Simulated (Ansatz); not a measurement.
Pt3⁺: single points at one geometry.

```yaml
crystal:
  periodic: [false, false, false]
  atoms:
    - {symbol: Pt, position_ang: [0.694653, -1.147334, -0.605958]}
    - {symbol: Pt, position_ang: [-1.344184, 0.355954, -0.352444]}
    - {symbol: Pt, position_ang: [0.649542, 0.791380, 0.958401]}
basis:
  gaussian: {orbitals: def2-TZVP, initial_orbitals: start.molden}
total_charge: 1
magnetization: {spin_polarized: true, initial_magnetization: 1}
hamiltonian: {xc: r2scan, dispersion: d4}
scf: {omitted_lower_state_checks: [starts]}
output: {orbitals: {seedname: orbitals}}
```

The file start.molden holds the orbitals of an earlier run on this structure, at another level or in another basis.

```sh
$ ansatz run in.yaml --threads 4 --pin off --events-out ev --progress --plain --max-ram 3916MiB
```

It prints (some lines left out):

```
Functional definition: r2SCAN
1188 factors; their error is unknown
mean field evaluation 1: about -9738.3872 eV, gradient 3.8e0 eV
mean field evaluation 2: about -9738.4747 eV, gradient 2.2e-1 eV
mean field evaluation 4: about -9738.4583 eV, gradient 1.3e-1 eV
mean field evaluation 8: about -9738.4656 eV, gradient 1.8e-1 eV
mean field evaluation 16: about -9738.4869 eV, gradient 5.4e-2 eV
mean field -9738.48700797 eV, -357.8827965594 hartree, gradient 3.5e-6 eV, S^2 1.427049; 0 other end points of the search recorded, 0 dependent functions left out
reference -9738.48702425 eV, -357.8827971576 hartree; 27, 26 occupied and 93, 94 virtual orbitals, 1188 factors
Total energy: -9738.50861603 eV, -357.8835906410 hartree
Checks for a lower state left out: starts
```

It took 16 s on 4 threads of AMD EPYC 7R43 on a shared host.

The first input with `hamiltonian: {xc: pbe}`, `correlation: {method: rpa}` and without the key `output` (abridged; 8.5 s):

```
Functional definition: PBE
mean field evaluation 16: about -9738.2461 eV, gradient 2.2e0 eV
mean field evaluation 32: about -9738.2932 eV, gradient 2.1e-5 eV
mean field -9738.29318627 eV, -357.8756737434 hartree, gradient 2.6e-6 eV, S^2 1.211995
Total energy: -9702.40957786 eV, -356.5569754568 hartree
Checks for a lower state left out: starts
```

First input, but with `gaussian: {orbitals: def2-SVP, initial_orbitals: start.molden}`, `hamiltonian: {xc: pbe0, dispersion: d4}` (abridged; 4.3 s):

```
Functional definition: PBE0
mean field -9732.48540596 eV, -357.6622417535 hartree, gradient 3.8e-6 eV, S^2 1.349342
Total energy: -9732.59669893 eV, -357.6663316947 hartree
Checks for a lower state left out: starts
```

First input, but with `hamiltonian: {xc: {name: B97M-V}}` (abridged; 25 s):

```
Functional definition: B97M-V
mean field evaluation 16: about -9732.8862 eV, gradient 1.0e-5 eV
mean field -9732.88621999 eV, -357.6769713973 hartree, gradient 2.9e-6 eV, S^2 1.241344
Total energy: -9732.88627845 eV, -357.6769735459 hartree
Checks for a lower state left out: starts
```

First input, but with `gaussian: {orbitals: def2-SVP, initial_orbitals: start.molden}`, `hamiltonian: {xc: pbe, dispersion: d4}` (abridged; 7 s):

```
Functional definition: PBE
mean field evaluation 16: about -9737.6026 eV, gradient 2.5e-1 eV
mean field -9737.60393557 eV, -357.8503442474 hartree, gradient 8.3e-6 eV, S^2 1.195837
Total energy: -9737.73552180 eV, -357.8551799520 hartree
Checks for a lower state left out: starts
```

Geometry: B3LYP-D4/def2-TZVP.

In the def2 sets Pt takes a core potential; there is no spin–orbit coupling. Correlated methods freeze no core orbitals; core or outer-core shells of Pt are correlated, in sets that lack core-valence functions. At r2SCAN-D4/def2-TZVP, RPA@PBE/def2-TZVP, PBE0-D4/def2-SVP, B97M-V/def2-TZVP and others the charge 1 doublet is spin-contaminated (final ⟨S²⟩ up to 1.43, 0.75 for a pure state). At PBE-D4/def2-SVP the gap within one spin of the charge 1 doublet nearly closes, so an electron or hole may be smeared out by delocalisation error. The geometry of the doublet was relaxed on an unsound state (⟨S²⟩ 1.25, where a pure state has 0.75). At PBE0-D4/def2-TZVP a quartet of charge 1 lies 0.16 eV below the doublet, each at its own geometry. The structure comes from a short search, and lower isomers may exist.
